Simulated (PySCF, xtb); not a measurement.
C3H4BFO2, SMILES FB1C=COCO1. One conformer was computed; it need not be the lowest.

Harmonic wavenumbers (cm⁻¹) from GFN2-xTB (xtb) at its own minimum, in rising order: 116, 188, 295, 334, 439, 535, 579, 724, 786, 844, 907, 937, 1028, 1065, 1084, 1161, 1225, 1250, 1274, 1353, 1365, 1462, 1625, 2794, 2940, 3050, 3137.

Problem. What does PBE0-D3(BJ)/def2-SVP in PySCF give at its own minimum? (An estimate is asked for; the answer gives what the named calculation found.)

Solution. 153, 247, 355, 380, 473, 572, 688, 765, 805, 876, 989, 1006, 1071, 1137, 1177, 1205, 1312, 1338, 1401, 1468, 1490, 1506, 1678, 3014, 3177, 3205, 3251. Paired by order, the mean absolute difference is 83 cm⁻¹ and the zero-point energies are 46.5 and 49.7 kcal/mol.
